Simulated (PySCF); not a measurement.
C4H5FO, SMILES C[C@@H]1OC=C1F. Geometry: r2SCAN-D4/def2-SVP. The structure was generated by enumeration; whether it is a known compound was not checked.

Computed equilibrium geometry at r2SCAN-D4/def2-SVP (PySCF confirms it by a frequency run) as bond lengths and angles:
Atoms: C1 C2 O3 C4 C5 F6 H7 H8 H9 H10 H11. Bonds (Å): C1–C2 1.505, C1–H7 1.101, C1–H8 1.100, C1–H9 1.101, C2–O3 1.477, C2–C5 1.507, C2–H10 1.104, O3–C4 1.397, C4–C5 1.342, C4–H11 1.090, C5–F6 1.324. Angles (°): C2–C1–H7 110.1, C2–C1–H8 110.3, C2–C1–H9 110.4, H7–C1–H8 108.8, H7–C1–H9 108.2, H8–C1–H9 109.0, C1–C2–O3 111.9, C1–C2–C5 119.9, C1–C2–H10 112.6, O3–C2–C5 86.1, O3–C2–H10 108.3, C5–C2–H10 114.6, C2–O3–C4 88.5, O3–C4–C5 96.0, O3–C4–H11 121.9, C5–C4–H11 142.1, C2–C5–C4 89.4, C2–C5–F6 133.0, C4–C5–F6 137.6.
